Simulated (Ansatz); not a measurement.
Ideal-gas functions of CH4GeSe, SMILES `[GeH3][CH]=[Se]` at 400 K and 1 bar, from an Ansatz frequency run at PBE0-D4/def2-TZVP.

Molar mass 167.61 g/mol, point group Cs (symmetry number 1), electronic degeneracy 1, moments of inertia 17.719, 424.92, 436.362 u Å². Harmonic wavenumbers (cm⁻¹, unscaled): 77, 157, 468, 475, 650, 733, 814, 873, 874, 956, 1192, 2143, 2146, 2194, 3115.

Use S(trans) = R[1.5 ln M + 2.5 ln T − 1.1517]; rotational temperatures θ = 24.2544 K / I; S(rot) = R[ln(√π/σ · √(T³/θAθBθC)) + 1.5]; for each mode x = 1.438777 ν̃/T, S = R[x/(eˣ − 1) − ln(1 − e⁻ˣ)] and H = RT x/(eˣ − 1); 1 cm⁻¹ = 0.0119627 kJ/mol; R = 8.31446 J/(mol·K).

Q: By hand: the entropy, in J/(mol·K).

A: Translation 178.8. Rotation: θ = 1.3688, 0.0571, 0.0556 K, giving 114.6. Vibration, mode by mode: 19.02, 13.18, 4.90, 4.80, 2.92, 2.31, 1.83, 1.55, 1.54, 1.22, 0.61, 0.03, 0.03, 0.03, 0.00, in all 54.0. Electronic 0.0. Sum 347.4 J/(mol·K).

Q: By hand: H − E and G − E in kJ/mol, counted from the electronic energy.

A: Zero-point energy ½ × 16867 × 0.0119627 = 100.9; thermal vibration 11.5; translation, rotation and pV give 4 RT = 13.3. H − E = 125.7 kJ/mol, and G − E = 125.7 − 400 × 347.4/1000 = -13.3 kJ/mol.

Vibration gives 16 % of the entropy, 19.0 J/(mol·K) of it from the mode under 150 cm⁻¹: soft modes count most, and the harmonic formula is weakest for them.
